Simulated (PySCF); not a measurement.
C₃H₄N₂, charge +1, multiplicity 2. Atoms are numbered in the order given.

```xyz
9

C      1.0972     0.5079     0.0000
C     -0.1612     1.1814     0.0000
N     -1.1513     0.3249     0.0000
N     -0.5627    -0.9396     0.0000
C      0.7391    -0.9091     0.0000
H      2.1068     0.9255     0.0000
H     -0.3541     2.2559     0.0000
H     -1.1763    -1.7583     0.0000
H      1.3716    -1.8013     0.0000
```
Charge +1, spin multiplicity 2.

Geometry optimised at ωB97X-D3(BJ)/def2-SVP. The multiplicity is an assumed one; other spin states were not compared.

Calculation: TDA-PBE0/def2-SVPD (PySCF 2.14.0).

Vertical excitations. Gas-phase values at a fixed geometry.

Computed excitation energies, oscillator strengths and character:
```csv
state,energy (eV),λ (nm),f,main pairs
root 1,1.49,832,0.002,β HOMO→LUMO 97 %
root 2,1.53,808,0.000,β HOMO−1→LUMO 98 %
root 3,4.64,267,0.000,β HOMO−2→LUMO 95 %
root 4,4.87,254,0.003,"α HOMO−1→LUMO 46 %, β HOMO−3→LUMO 35 %, β HOMO→LUMO+1 14 %"
root 5,5.58,222,0.000,"β HOMO−4→LUMO 57 %, β HOMO−5→LUMO 40 %"
root 6,5.82,213,0.000,"α HOMO−2→LUMO 28 %, β HOMO−4→LUMO 27 %, β HOMO−5→LUMO 26 %, β HOMO−1→LUMO+1 10 %"
root 7,5.97,208,0.000,"α HOMO−2→LUMO 42 %, β HOMO−5→LUMO 29 %, β HOMO−4→LUMO 13 %, β HOMO−1→LUMO+1 8 %"
root 8,6.25,198,0.056,"α HOMO→LUMO 74 %, α HOMO−1→LUMO+1 12 %"
root 9,6.38,194,0.010,"α HOMO→LUMO 13 %, β HOMO−3→LUMO 38 %, β HOMO→LUMO+1 33 %"
root 10,6.84,181,0.003,"α HOMO−2→LUMO 26 %, β HOMO−1→LUMO+1 64 %"
```
Unrestricted roots are not spin-pure.
